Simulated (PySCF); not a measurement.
Compound: NbH4 (doublet state).
Hydrogens: H2, H3, H4, H5 on Nb1.

A GFN2-xTB structure was refined with PBE0-D3(BJ)/def2-SVP geometry optimisation, gas phase, def2 core potentials past Kr (PySCF 2.14.0). Its GFN2-xTB values:

```json
{"coordinate": "Nb1–H2", "GFN2-xTB": "1.729 Å"}
{"coordinate": "Nb1–H3", "GFN2-xTB": "1.649 Å"}
{"coordinate": "H2–Nb1–H3", "GFN2-xTB": "114.6°"}
{"coordinate": "H2–Nb1–H5", "GFN2-xTB": "111.3°"}
```

**Question.** How do these coordinates change at the PBE0-D3(BJ)/def2-SVP level?

**Answer.** 
| coordinate | PBE0-D3(BJ)/def2-SVP (Å or °) | change |
| --- | --- | --- |
| Nb1–H3 | 1.759 | +0.110 |
| Nb1–H2 | 1.759 | +0.030 |
| H2–Nb1–H5 | 105.8 | -5.5 |
| H2–Nb1–H3 | 111.3 | -3.3 |

The energy falls by 12.2 kJ/mol over 6 energy and gradient evaluations, the largest force component goes from 0.0378 to 1.5e-04 Eh/bohr, and the atoms move by 0.066 Å rms after alignment. The bond that changes most is Nb1–H3 (ends: niobium bonded to 4 H; hydrogen on niobium), which lengthens by 0.110 Å. Bonds longer at the end by more than 0.005 Å: 3 of 4; shorter: 1. Rotational constants go from 64045, 63468, 60132 to 63939, 59411, 59186 MHz.

The run used 51 basis functions and 64 SCF cycles in all.

Whether it is a minimum is left open (no frequencies). ⟨S²⟩ = 0.758 (exact for a doublet: 0.75).
